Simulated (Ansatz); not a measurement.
Reaction (ligand exchange at a B–Cl bond): `NCBCl` + CH₃NH₂ → `CNBCN` + HCl

Computed with Ansatz on PBE0-D4/def2-TZVP structures; ΔE is electronic, products minus reactants. CCSD(T)/CBS adds triple-zeta CCSD(T) − MP2 to the extrapolated MP2 energy (def2 sets, frozen cores). This one scheme is used for every species. Functionals use def2-TZVPP. B3LYP here is the variant with VWN-RPA as its local correlation; programs differ in this. One conformer a species, not always the lowest.

(1) Is it downhill or uphill in electronic energy at CCSD(T)/CBS, and by how much? (Best estimate.)

(2) What do these levels give: B3LYP-D4, ωB97X-V, PBE, B3LYP, HF/def2-TZVPP, SCS-MP2/def2-TZVPP? (An estimate is asked.)

Largest T1 diagnostic among the species: 0.011.

Answers

(1) The calculation gave: Downhill: ΔE = -9.9 kcal/mol.

(2) Computed: B3LYP-D4 -10.1, ωB97X-V -9.3, PBE -9.1, B3LYP -9.8, HF/def2-TZVPP -8.3, SCS-MP2/def2-TZVPP -10.0 kcal/mol.

In def2-TZVPP, CCSD(T) changes the Hartree–Fock value by −2.2 kcal/mol (the triples alone add −0.1 kcal/mol) and MP2 by −1.5 kcal/mol.
